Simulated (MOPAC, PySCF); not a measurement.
Dissociation curve of ICl, singlet.

AM1, restricted, heats of formation (MOPAC); UCCSD(T) = CCSD(T) on UHF/def2-TZVP, 9 core orbitals frozen, def2 effective core potentials past Kr in PySCF; UMP2 = MP2 on UHF/def2-TZVP, 9 core orbitals frozen, def2 effective core potentials past Kr (PySCF 2.14.0); RCCSD(T) = CCSD(T) on RHF/def2-TZVP, 9 core orbitals frozen, def2 effective core potentials past Kr (PySCF 2.14.0); PM3, restricted, heats of formation (MOPAC).

Energies are in kJ/mol, each relative to the lowest point of its own curve near equilibrium.

| R / Å | AM1 | UCCSD(T) | UMP2 | RCCSD(T) | PM3 |
|---|---|---|---|---|---|
| 1.74 | 480.6 | 690.3 | 668.9 | 690.3 | 453.9 |
| 1.86 | [?] | 350.8 | 334.4 | 350.8 | 184.2 |
| 1.97 | 90.8 | 169.3 | 157.2 | 169.3 | 59.9 |
| 2.07 | 27.5 | 74.4 | 65.9 | 74.4 | 12.9 |
| 2.20 | 0.0 | 14.9 | 11.0 | 14.9 | 0.0 |
| 2.25 | 0.6 | 5.1 | 2.9 | 5.1 | 1.5 |
| 2.31 | [?] | 0.0 | 0.0 | 0.0 | 5.2 |
| 2.40 | 26.1 | 2.7 | [?] | 2.7 | 12.7 |
| 2.42 | 31.5 | 4.6 | 8.6 | 4.6 | 14.7 |
| 2.56 | 78.1 | 27.6 | 53.1 | 26.4 | 32.9 |
| 2.70 | 135.2 | 62.9 | 121.0 | 56.4 | 64.4 |
| 2.85 | 201.8 | 104.3 | 162.7 | 90.5 | 114.3 |
| 3.08 | 302.1 | 158.1 | 196.0 | 137.2 | 200.5 |
| 3.45 | 432.4 | 196.2 | 216.9 | 183.3 | — |
| 3.80 | 513.5 | 204.2 | 222.3 | 194.8 | — |
| 4.16 | 565.1 | 205.9 | 223.9 | 187.9 | — |
| 4.62 | 603.4 | 207.1 | 225.1 | 171.8 | — |
| 5.06 | 625.2 | 207.7 | 225.9 | [?] | — |
| 5.67 | 646.1 | 208.2 | 226.4 | 147.3 | — |
| 6.17 | 656.2 | 208.4 | 226.7 | [?] | — |
| 6.86 | — | 208.5 | 226.8 | 137.0 | — |
| 8.06 | — | 208.6 | 226.9 | [?] | — |
| 9.14 | — | 208.7 | 227.0 | 129.1 | — |

Task: What belongs in the gaps?

Result: 
- 1.86, AM1: 224.9
- 2.31, AM1: 7.2
- 2.40, UMP2: 6.0
- 5.06, RCCSD(T): 158.8
- 6.17, RCCSD(T): 141.8
- 8.06, RCCSD(T): 132.1

Dashes: no converged value, or the column stops at the first point that the program doubted or that broke a chosen test of continuity, which isn't proof of a fault.

The restricted form behind AM1, PM3 keeps the bonding electrons paired and can't separate into open-shell fragments. The unrestricted determinant behind UCCSD(T), UMP2 is spin-contaminated at 2.56 to 9.14 Å (<S²> up to 1.0, against 0.00 for a pure singlet).
